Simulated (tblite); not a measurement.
C3H7Cl2NSi3.
Atom-mapped SMILES: `[N:1]#[C:2][Si:3]1([CH:4]([Cl:5])[Cl:6])[SiH2:7][CH2:8][SiH2:9]1` (hydrogens: H10 on C4; H11, H12 on Si7; H13, H14 on C8; H15, H16 on Si9)

Structure used (GFN2-xTB), in Å, numbered top down from 1:
```xyz
16
C3H7Cl2NSi3 angstrom
N     -1.5259    3.1863    1.3463
C     -1.2242    2.1752    0.8951
Si    -0.6270    0.5604    0.1668
C     -2.3163   -0.1713   -0.4506
Cl    -3.3248   -0.6262    0.9477
Cl    -1.9764   -1.6147   -1.4327
Si     1.1878    0.5422   -1.3405
C      2.0308   -0.6821   -0.1023
Si     0.7738   -0.9164    1.3523
H     -2.9216    0.4915   -1.0672
H      1.0342   -0.0204   -2.6836
H      1.9454    1.7904   -1.4637
H      2.9894   -0.3044    0.2501
H      2.2640   -1.6325   -0.5805
H      1.3237   -0.4580    2.6308
H      0.3595   -2.3110    1.5204
```

All values are computed: GFN2-xTB (tblite) harmonic vibrations without scaling, gas phase. The method is semi-empirical: single wavenumbers can be off by several per cent or more. Modes of hydrogen on silicon can be 10 to 20 % off. One conformer, not necessarily the lowest.

Harmonic wavenumbers (cm⁻¹): 25.8, 34.9, 56.2, 62.6, 73.3, 79.8, 151.6, 194.4, 272.3, 281.2, 293.0, 319.2, 338.1, 366.8, 383.4, 406.2, 481.7, 489.4, 552.4, 586.6, 602.1, 642.9, 650.5, 654.5, 707.3, 712.2, 748.2, 777.3, 792.7, 965.0, 1107.5, 1116.6, 1160.9, 1471.5, 2222.2, 2228.6, 2238.6, 2241.6, 2309.7, 2942.8, 2988.1, 3005.0.

A = 824.8, B = 599.6, C = 480.4 MHz; mass 210.926 u (most abundant isotopes); point group C1, symmetry number 1.

Q: Zero-point energy?

A: ½Σν̃ = 18867 cm⁻¹ = 225.71 kJ/mol.

Q: Give the ideal-gas entropy at 500 K and 1 bar in the rigid-rotor, harmonic-oscillator model (classical rotation).

A: Translation 186.34, rotation 138.59, vibration 310.80: S = 635.7 J/(mol K).

Q: And Cp and H(500 K) − H(0)?

A: Cp = 263.30 J/(mol K), of which vibrations give 230.04 (their classical limit is 42 R = 349.2); H(500 K) − H(0) = 87.65 kJ/mol without the zero-point energy, 71.02 from vibrations.

Q: What must be added to the electronic energy to get the Gibbs energy at 500 K and 1 bar?

A: ZPE + [H(500 K) − H(0)] − T·S = 225.71 + 87.65 − 317.87 = -4.51 kJ/mol.

Q: Blend soft modes into free rotors: weight 1/[1 + (100 cm⁻¹/ν̃)⁴] for the oscillator and the rest for a rotor with moment μB/(μ + B), μ = h/(8π²ν), B = 10⁻⁴⁴ kg m². What vibrational entropy results?

A: 270.70 J/(mol K) in place of 310.80, which changes −T·S at 500 K by +20.05 kJ/mol.

Hindered rotation and anharmonicity are outside this model. Other conformers, if any are populated, would add a mixing term that is left out. The structure is chiral; the term R ln 2 for an equal mix with its mirror image is left out.

The run took 1.1 s on one thread, Arm Neoverse V2 (aarch64), shared host with 192 logical CPUs at a one-minute load of 387. This covers the Hessian and the dipole derivatives.
